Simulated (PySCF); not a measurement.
C4H8F2Si.
SMILES with atom numbers: `[F:1][CH:2]([F:3])[C@@H:4]1[CH2:5][CH2:6][SiH2:7]1`

Cartesian coordinates in Å at the PBE0-D3(BJ)/def2-SVP level; atoms count from 1:
```
atom  x, y, z in Å
F1     2.668    0.997    0.045
C2     1.903   -0.118   -0.043
F3     2.535   -1.099    0.653
C4     0.543    0.139    0.523
C5    -0.499   -1.004    0.419
C6    -1.813   -0.188    0.304
Si7   -0.748    1.240   -0.341
H8     1.876   -0.432   -1.103
H9     0.667    0.459    1.572
H10   -0.328   -1.572   -0.512
H11   -0.463   -1.731    1.246
H12   -2.221    0.048    1.300
H13   -2.613   -0.631   -0.304
H14   -0.581    1.229   -1.828
H15   -0.968    2.642    0.124
```

Definitions: NICS(0) = −σiso at the ring centroid; NICS(1) = −σiso and NICS(1)zz = −σzz at ±1 Å along the ring normal z. Level: GIAO PBE0/pcSseg-1 (PySCF, non-relativistic, gas phase) on the PBE0-D3(BJ)/def2-SVP geometry, one conformer.

Ring bond lengths (Å), with Mayer bond orders in brackets: C4–C5 1.550 (0.95), C5–C6 1.551 (0.99), C6–Si7 1.895 (0.94), Si7–C4 1.904 (0.86).

Q: Give the NICS values of each ring in ppm.

A: 
```
        ring                                              type  NICS(0)  NICS(1), two faces  NICS(1)zz, two faces  rms pucker (Å)  centre to ring atoms, mean (Å)
C4–C5–C6–Si7  4-membered ring with Si; formal bonds all single     -3.1         -2.1 / -2.3             3.4 / 3.0            0.15                            1.21
```

Q: What do they say, and how far can they be read as aromaticity?

A: 
- C4–C5–C6–Si7: mean NICS(1)zz 3.2 ppm, deshielded. C4, C5, C6, Si7 have four or more neighbours, so the value isn't read as a sign of a π ring current.

Q: How shielded are the nuclei of the rings and their hydrogens (means over atoms taken as equivalent)?

A: 
| atoms | environment | σ isotropic (ppm) |
| --- | --- | --- |
| C4 | sp3 carbon bound to silicon | 152.7 |
| C5 | four-membered-ring carbon | 159.4 |
| C6 | sp3 carbon bound to silicon | 177.2 |
| Si7 | SiH2 silicon | 379.5 |
| H9 | methine hydrogen | 29.17 |
| H10 | methylene hydrogen | 29.34 |
| H11 | methylene hydrogen | 28.80 |
| H12 | methylene hydrogen | 30.05 |
| H13 | methylene hydrogen | 30.31 |
| H14 | Si–H hydrogen | 26.60 |
| H15 | Si–H hydrogen | 26.42 |

Q: How do the values depend on the level or the medium?

A: 
```csv
level,"NICS(0), C4–C5–C6–Si7","mean NICS(1)zz, C4–C5–C6–Si7"
"PBE0/pcSseg-1, gas",-3.1,3.2
"PBE0/pcSseg-1, IEF-PCM chloroform",-3.1,3.3
"PBE0/pcSseg-1, IEF-PCM water",-3.1,3.3
```

The geometry is the same throughout; the continuum's cavity takes Bondi-type radii × 1.2.
